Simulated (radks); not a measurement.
The numbers below are computed, except where a source is named.
Polarisability of neutral technetium, [Kr] 4d5 5s2, at imaginary frequency. Code: a radial shooting solver on a logarithmic mesh with Libxc functionals. Model: non-relativistic Kohn-Sham, LB94 model potential, spin-polarised, spherical densities, point nucleus; open shells are filled with parallel spins first (spin-orbit coupling, left out, can overturn this in heavy ions); relativity is left out, which matters for an element this heavy. Response by self-consistent Sternheimer equations with the Hartree and adiabatic LDA kernel.

| w (hartree) | alpha1(iw) (bohr^3) |
|---|---|
| 0.00266 | 68.33 |
| 0.0143 | 67.88 |
| 0.0360 | 65.52 |
| 0.0697 | 59.15 |
| 0.118 | 48.25 |
| 0.186 | 35.43 |
| 0.280 | 24.14 |
| 0.413 | 15.85 |
| 0.605 | 10.23 |
| 0.892 | 6.450 |
| 1.35 | 3.851 |
| 2.12 | 2.058 |
| 3.59 | 0.9114 |
| 6.94 | 0.3094 |
| 17.5 | 0.07033 |

Static values: alpha1 = 68.34 bohr^3 (10.13 angstrom^3; uncoupled 133.1). C6 = 724.1, triple-dipole C9 = 34320 atomic units. One-pole (London) frequency 4 C6 / (3 alpha1^2) = 0.207 hartree, against 0.272 for minus the highest occupied eigenvalue. Recommended static value: 79 bohr^3 (Schwerdtfeger and Nagle, 2023 table).
